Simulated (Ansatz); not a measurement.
Compare A (`CC/C=C\C(C)(C)C`) with its isomer B (`C[C@@H]1CCCC[C@H]1C`).

Isolated molecules relaxed with PBE0-D4/def2-TZVP in Ansatz; ΔE leaves out vibrations. CCSD(T)/CBS adds triple-zeta CCSD(T) − MP2 to the extrapolated MP2 energy (def2 sets, frozen cores). DFT in def2-TZVPP. B3LYP here is the variant with VWN-RPA as its local correlation; programs differ in this. Each species was taken in one conformer, which may not be the lowest.

A:

Z-matrix (Å, degrees):
```
C
C 1 1.525
H 1 1.093 2 111.2
H 1 1.093 2 111.0 3 -120.1
H 1 1.093 2 110.8 3 120.4
C 2 1.494 1 111.9 3 176.4
H 2 1.090 1 109.7 3 -59.3
H 2 1.097 1 108.8 3 56.5
C 6 1.331 2 129.7 1 115.3
H 6 1.089 2 114.0 1 -63.3
C 9 1.517 6 129.8 2 0.9
H 9 1.089 6 115.9 2 -179.3
C 11 1.529 9 108.1 6 -177.2
C 11 1.531 9 111.3 6 -58.6
C 11 1.531 9 110.9 6 64.3
H 13 1.093 11 110.8 9 -179.9
H 13 1.093 11 111.0 9 -59.9
H 13 1.094 11 111.0 9 60.1
H 14 1.094 11 110.2 9 -176.2
H 14 1.091 11 112.2 9 63.7
H 14 1.093 11 110.7 9 -56.8
H 15 1.091 11 112.0 9 -62.7
H 15 1.093 11 110.7 9 57.4
H 15 1.094 11 110.3 9 177.0
```

B:

Z-matrix (Å, degrees):
```
C
C 1 1.524
H 1 1.093 2 110.8
H 1 1.093 2 110.9 3 119.7
H 1 1.092 2 112.3 3 -120.2
C 2 1.531 1 111.7 3 -176.8
C 2 1.538 1 111.8 3 57.8
H 2 1.097 1 107.0 3 -59.3
C 6 1.523 2 112.8 1 -72.1
H 6 1.096 2 109.3 1 166.8
H 6 1.095 2 109.3 1 51.1
C 7 1.531 2 111.2 1 73.7
C 7 1.524 2 111.8 1 -160.6
H 7 1.097 2 107.2 1 -43.6
C 9 1.522 6 111.0 2 -55.3
H 9 1.096 6 110.0 2 65.8
H 9 1.094 6 109.9 2 -177.7
H 12 1.096 7 109.3 2 -67.4
H 12 1.095 7 109.3 2 176.8
H 13 1.092 7 112.3 2 -62.3
H 13 1.093 7 110.8 2 57.8
H 13 1.093 7 110.9 2 177.5
H 15 1.094 9 110.4 6 177.3
H 15 1.096 9 109.3 6 -66.2
```

Problem. Which is lower in electronic energy at CCSD(T)/CBS, and by how much? (An estimate is asked.)

Solution. Ansatz gave: B, by 85.0 kJ/mol.

Problem. Give E(B) − E(A) in kJ/mol with PBE0-D4, HF/def2-TZVPP, B3LYP, B2PLYP, CCSD/def2-TZVPP, MP2/def2-TZVPP, ωB97M-V. (Best estimate.)

Solution. Ansatz gave: PBE0-D4 -98.4, HF/def2-TZVPP -72.6, B3LYP -65.7, B2PLYP -74.7, CCSD/def2-TZVPP -87.5, MP2/def2-TZVPP -91.9, ωB97M-V -89.5. None reverses the order clearly.

Largest T1 diagnostic: 0.009.

The D4 term adds −8.1 kJ/mol with B3LYP and −4.1 kJ/mol with PBE0; it sums over pairs of atoms, weighted by their polarisabilities, and B3LYP, whose exchange is more repulsive, gets the larger term. From PBE to PBE0 (25 % exact exchange), in def2-TZVPP and without D4, E(B) − E(A) moves by −14.7 kJ/mol.
